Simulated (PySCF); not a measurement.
**MNF across group 16**

Level: PBE0, basis family def2-TZVP, scalar-relativistic core potentials from Rb on and no relativity for lighter atoms.

Each entry is the lowest minimum that a search over a few typed start shapes (and spin states, where more than one is plausible) found, or that minimum re-optimised at the stated level; isomers with ligand–ligand bonds, or fragments after loss of a ligand pair, can lie lower. Open shells are unrestricted; no spin–orbit coupling; PySCF with density fitting.

```csv
molecule,2S+1,point group,mean bond to the central atom (Å),distinct angles (°),polar-tensor charge of the central atom,dipole (D),highest ω (cm⁻¹)
FSN,1,Cs,1.539,116,0.90,1.94,1447
FSeN,1,Cs,1.694,112,0.92,2.66,1142
FTeN,1,Cs,1.864,109,0.94,3.64,967
```

Left out of the table are members whose search was unfinished or whose lowest solution was spin-contaminated, unstable, very soft or bonded differently.
